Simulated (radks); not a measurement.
The numbers below are computed, except where a source is named.
The carbon ion C4+, configuration 1s(up 1, down 0) 2s1 (not the ground configuration).

Code: a radial shooting solver on a logarithmic mesh with Libxc functionals. Model: scalar-relativistic Kohn-Sham, PBE, spin-polarised, spherical densities, finite nucleus; open shells are filled with parallel spins first; Fermi nuclear charge, rms radius 2.4702 fm.

Energy parts (hartree):
| part | energy |
|---|---|
| total | -21.42033 |
| kinetic | 21.42632 |
| electron-nucleus | -43.89209 |
| Hartree | 3.41821 |
| exchange-correlation | -2.37277 |

Orbitals (lengths in bohr, moments of r in powers of bohr; <r^-3> diverges for s and p1/2; r(max) is where P^2 peaks):
orbital,occ.,eigenvalue (hartree),<1/r>,<r^-3>,r(max),<r>
1s up,1,-15.52434,5.978,-,0.1664,0.2523
2s up,1,-3.13383,1.337,-,0.9430,1.099

The highest occupied level is 2s up at -85.276 eV. Spin moment in Bohr magnetons: 2.
